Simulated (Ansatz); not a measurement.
A nudged elastic band was laid between two geometries of BCl2H + H4Si (9 atoms, charge 0, multiplicity 1).

Computed with RKS B3LYP-D4/def2-SVP in Ansatz.

```yaml
movable_images: 5
climbing_image: yes
spring: 5.0 eV/Å²
optimiser: quadratic models (default)
start_path: through a guess of the saddle point
force_threshold: 0.05 eV/Å
iteration_limit: 60
end_points: relaxed
```

Initial state:

```xyz
9
Properties=species:S:1:pos:R:3
B -1.278 0.676 -1.610
H -0.762 0.413 -2.657
Cl -2.524 -0.365 -0.967
Cl -0.781 2.109 -0.736
H 0.958 -0.872 -0.257
Si 1.068 -0.563 1.198
H 1.930 0.637 1.383
H 1.679 -1.730 1.896
H -0.290 -0.304 1.750
```

Final state:

```xyz
9
Properties=species:S:1:pos:R:3
B -1.122 0.456 -0.093
H 1.086 -0.075 -2.227
Cl -2.508 -0.588 -0.380
Cl -1.077 2.024 -0.887
H 1.154 -0.823 -2.106
Si 0.350 -0.134 1.167
H 1.595 0.664 0.978
H 0.653 -1.583 0.977
H -0.131 0.059 2.571
```

Task: What changes between the two ends?

Result: Bonds broken: B1–H2, H5–Si6. Bonds formed: B1–Si6, H2–H5. BCl2H + H4Si becomes BCl2H3Si + H2.

Task: What energy profile does the band end with?

Result: It converged. The highest image is number 3 of 0 to 6, 32.9 kcal/mol above the first end and 22.0 kcal/mol above the last; the last end lies 11.0 kcal/mol above the first. A vibrational analysis at the climbing image gives one clearly imaginary mode, 857i cm⁻¹: a first-order saddle point. The orbitals stay closed-shell, which can raise the energy where a bond breaks towards radicals; this wasn't checked here.

```csv
image,path coordinate (Å),energy (kcal/mol),B1–H2 (Å),H5–Si6 (Å),B1–Si6 (Å)
0,0.00,0.0,1.20,1.49,3.86
1,1.10,0.3,1.20,1.49,3.68
2,2.19,5.4,1.20,1.51,2.94
3,3.29,32.9,1.33,2.03,2.13
4,4.10,20.1,2.09,2.58,2.02
5,4.92,12.0,2.72,3.09,2.02
6,5.74,11.0,3.12,3.44,2.03
```

Task: What is the geometry of the highest image?

Result: 
```xyz
9
Properties=species:S:1:pos:R:3
B -0.606 0.273 -0.724
H -0.034 0.049 -1.900
Cl -2.053 -0.827 -0.703
Cl -0.803 2.080 -0.650
H 0.518 -0.203 -1.076
Si 0.586 -0.269 0.952
H 1.852 0.512 1.048
H 0.889 -1.728 1.008
H -0.348 0.113 2.044
```

Task: What are the harmonic wavenumbers there?

Result: 857i, 129, 166, 194, 275, 521, 574, 636, 692, 766, 869, 881, 935, 950, 1043, 1063, 2141, 2227, 2236, 2255, 2404 cm⁻¹.

The run took 3.9 min on 2 threads of AMD EPYC 7R43 64-Core Processor (Zen 3), with other jobs on the host, peak memory 0.21 GiB.
